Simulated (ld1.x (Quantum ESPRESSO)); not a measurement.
# u(r) = r·R(r): atom against pseudo-atom (Ne (Z = 10))

Columns: radius, all-electron u(r) and pseudo u(r) of the 2s shell (level -36.31 eV) of neon in the configuration [He] 2s2 2p6; revPBE, non-relativistic, ultrasoft scheme, ld1.x (Quantum ESPRESSO) 7.5.

```csv
r (bohr),all-electron,pseudo
0.082,0.4796,-0.1133
0.165,0.2506,-0.2500
0.248,-0.1439,-0.4188
0.330,-0.5016,-0.6082
0.413,-0.7741,-0.7977
0.495,-0.9500,-0.9512
0.578,-1.0474,-1.0474
0.660,-1.0828,-1.0828
0.742,-1.0749,-1.0749
0.825,-1.0373,-1.0373
0.908,-0.9809,-0.9809
0.990,-0.9147,-0.9147
1.072,-0.8437,-0.8437
1.155,-0.7707,-0.7707
1.238,-0.6993,-0.6993
1.320,-0.6318,-0.6318
1.402,-0.5683,-0.5683
1.485,-0.5088,-0.5088
1.568,-0.4541,-0.4541
1.650,-0.4048,-0.4048
1.733,-0.3597,-0.3597
1.815,-0.3194,-0.3194
1.898,-0.2829,-0.2829
1.980,-0.2506,-0.2506
2.062,-0.2217,-0.2217
2.145,-0.1958,-0.1958
```

How many radial nodes do the two functions have?

The all-electron 2s function has n − l − 1 = 1; the pseudo-wave has 0, since the states of the same l below it are removed with the core.

At about which radius was the pseudo-wave matched?

0.55 bohr, where the columns begin to agree (steps of 0.08 bohr).

Where does each function peak?

Outermost all-electron maximum near 0.66 bohr, pseudo maximum near 0.66 bohr (to the table’s step).

Is the pseudo-wave norm-conserving?

No, it belongs to an ultrasoft set: the norm inside the radius is not constrained, and the difference is carried by the augmentation charge.
